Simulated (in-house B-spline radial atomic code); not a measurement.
RPA and G0W0 for Al2+, [Ne] 3s1, highest spin, as one setting changes: the share of exact exchange in the PBE hybrid start. A dash marks a level of low quasi-particle weight. Computed with a B-spline radial code for spherical atoms: all electrons, non-relativistic, point nucleus, each spin shell either full or empty, empty states to l = 9 with an (l + 1/2)⁻⁴ tail; G0W0 by contour deformation at full frequency.

RPA overbinds a lone outer s electron by self-correlation, and G0W0 tends to as well.

```tsv
share of exact exchange in the PBE hybrid start	mean-field level (eV)	G0W0 level (eV)	RPA correlation (Eh)
0	-24.440	3s up -29.178	-0.64805
0.1	-24.847	3s up -29.153	-0.63901
0.2	-25.254	3s up -29.126	-0.63045
0.3	-25.659	3s up -29.100	-0.6223
0.4	?	?	?
0.5	-26.465	3s up -29.048	-0.60705
0.6	-26.867	3s up -29.022	-0.59987
0.7	-27.267	3s up -28.998	-0.59296
0.8	?	?	?
0.9	-28.064	3s up -28.951	-0.57984
1	-28.460	3s up -28.929	-0.5736
```

Problem. What belongs in the row for 0.4?

Solution. mean-field level (eV): -26.063; G0W0 level (eV): 3s up -29.073; RPA correlation (Eh): -0.61452.

Problem. What belongs in the row for 0.8?

Solution. mean-field level (eV): -27.666; G0W0 level (eV): 3s up -28.974; RPA correlation (Eh): -0.58629.
